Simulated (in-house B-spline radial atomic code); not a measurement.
Settings and results of a run for In²⁺ (with a hole in an inner shell). Computed with a radial B-spline atomic code at the basis-set limit: Dirac-Kohn-Sham relativistic LDA, spherical fractional occupations, Fermi nucleus of rms radius 4.6156 fm.

In the input, a minus or plus after the letter marks the j = l - 1/2 or j = l + 1/2 subshell.

Command:
```bash
python run_scf.py task.json out
```
Settings (nuclear radius in fm, mass in u):
```
Z                49
configuration    1s2 2s2 2p6 3s2 3p6 3d10 4s1 4p6 4d-4 4d+5 5s2 5p1
hamiltonian      dirac
method           lda_x_rel,vwn
spin_polarised   False
nucleus          fermi
rms_radius       4.6156
atomic_mass      114.90388
speed_of_light   137.035999084
```

Output (hartree, bohr):
```
 radial grid: 79 intervals, B-splines of order 8, outer radius 53.7037 bohr

 iter        energy (Eh)    residual
    1       -5853.548060    4.21e-01
    2       -5857.401564    5.62e-01
    3       -5863.682637    8.79e-02
    4       -5863.862035    1.98e-02
    5       -5863.871200    6.23e-03
    6       -5863.872171    1.78e-03
    7       -5863.872234    5.27e-04
    8       -5863.872245    4.20e-06
    9       -5863.872245    1.44e-07

 total energy                     -5863.87224
 kinetic                            6143.9403
 electron-nucleus                 -14172.4449
 Hartree                            2309.8415
 exchange-correlation               -145.2091

 first-order corrections (not in the total)
   Gaunt                             4.5632
   retardation                      -0.4666
   frequency dependence             -0.0374
   self-energy                       3.0783
   Uehling                          -0.3946
   Wichmann-Kroll                    0.0079
   recoil                            0.0191

 orbital      occ     eigenvalue          <r>       <r^2>       <1/r>       r_max    small
 1s1/2      2.000     -1014.8047    0.0298218  0.00120313      51.662     0.01929  3.21e-02
 2s1/2      2.000      -153.2553     0.128511   0.0195277     11.9634      0.1091  6.78e-03
 2p1/2      2.000      -143.2251     0.108681   0.0145147     11.9545     0.08399  6.81e-03
 2p3/2      4.000      -135.5451     0.113936   0.0158232       11.17     0.08842  6.52e-03
 3s1/2      2.000       -30.1475     0.349422    0.139754      4.2151      0.3166  1.94e-03
 3p1/2      2.000       -26.0646      0.34006    0.134469     4.12795      0.3026  1.89e-03
 3p3/2      4.000       -24.6753     0.351158    0.143158     3.93552      0.3128  1.81e-03
 3d3/2      4.000       -17.3913     0.322411    0.123626     3.78327      0.2563  1.70e-03
 3d5/2      6.000       -17.1051     0.325947    0.126203     3.73349      0.2592  1.68e-03
 4s1/2      1.000        -5.5802     0.838703    0.795876     1.66701      0.7666  5.33e-04
 4p1/2      2.000        -4.2207     0.884863     0.89399     1.55623       0.793  4.77e-04
 4p3/2      4.000        -3.9641      0.91316    0.952007     1.49458      0.8171  4.53e-04
 4d3/2      4.000        -1.8119      1.08535     1.38602     1.22796      0.9006  3.22e-04
 4d5/2      5.000        -1.7750      1.09753     1.41746     1.21245      0.9097  3.16e-04
 5s1/2      2.000        -1.0503      2.16712     5.27868    0.600789       1.926  9.48e-05
 5p1/2      0.333        -0.7497      2.51266     7.12638    0.512397         2.2  7.06e-05
 5p3/2      0.667        -0.7206      2.58868     7.55813    0.495423       2.271  6.69e-05
```

Cost of the run: 1.1 s on 1 thread of Arm Neoverse V1 (shared host).

For the Dirac Hamiltonian the kinetic term is c α·p + (β - 1)c².
